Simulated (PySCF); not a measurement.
Harmonic spectrum computed at PBE0 in the def2-TZVP basis family (core potentials from Rb on, PySCF, no spin–orbit coupling):

```tsv
ω (cm⁻¹)	IR (km/mol)
107	0.3
388	12.9
435	115
```

**Question.** Which molecule gave it? In each, all ligands are bound to the one heavy central atom.
A. GaI₂⁺ (singlet)
B. PI₂⁺ (singlet)
C. SbI₂⁺ (singlet)
D. AlI₂⁺ (singlet)

**Answer.** B. It has C2v symmetry with P–I 2.326 Å (×2).
